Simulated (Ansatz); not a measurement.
A search over several starts for the lowest SCF solution of Cs3Cl3⁻ at the given spin, in a small basis.

```yaml
crystal:
  periodic: [false, false, false]
  atoms:
    - {symbol: Cs, position_ang: [-3.233972, -0.472949, 0.900128]}
    - {symbol: Cs, position_ang: [0.553781, -0.871796, -2.014949]}
    - {symbol: Cs, position_ang: [1.244443, 1.135555, 1.512970]}
    - {symbol: Cl, position_ang: [-0.385776, -1.826573, 1.099638]}
    - {symbol: Cl, position_ang: [-1.360987, 1.573296, -0.611927]}
    - {symbol: Cl, position_ang: [3.182503, 0.462476, -0.885849]}
basis:
  gaussian: {orbitals: def2-SVP}
total_charge: -1
magnetization: {spin_polarized: true, initial_magnetization: 1}
hamiltonian: {xc: pbe0, dispersion: d4}
output: {orbitals: {seedname: orbitals}}
```

```sh
$ ansatz run in.yaml --threads 4 --pin off --events-out ev --progress --plain --max-ram 3916MiB
```

Shortened log:

```
Functional definition: PBE0
1164 factors; integrals over basis functions are off by at most 2.7e-4 eV
mean field evaluation 1: about -39198.1991 eV, gradient 9.2e0 eV
mean field evaluation 2: about -39198.3964 eV, gradient 1.0e1 eV
mean field evaluation 4: about -39198.9890 eV, gradient 6.1e-1 eV
mean field evaluation 8: about -39199.1345 eV, gradient 8.9e-2 eV
mean field evaluation 16: about -39199.1350 eV, gradient 1.8e-3 eV
mean field evaluation 32: about -39198.7999 eV, gradient 2.2e0 eV
mean field evaluation 64: about -39198.9549 eV, gradient 3.2e0 eV
mean field -39199.13499747 eV, -1440.5416410290 hartree, gradient 1.2e-5 eV, S^2 0.750054; 10 other end points of the search recorded, 0 dependent functions left out
reference -39199.13503473 eV, -1440.5416423983 hartree; 40, 39 occupied and 86, 87 virtual orbitals, 1164 factors
Total energy: -39199.33718152 eV, -1440.5490711558 hartree
```

It took 28 s on 4 threads of Arm Neoverse V1 on a shared host, peak host memory 0.75 GiB.

In the def2 sets Cs takes a core potential; there is no spin–orbit coupling. The highest occupied level of the charge -1 doublet lies above zero (up to 0.43 eV). By energy differences its removal costs 0.40 eV (vertical, to the charge 0 singlet, at PBE0-D4/def2-TZVPD). The structure comes from a short search, and lower isomers may exist.
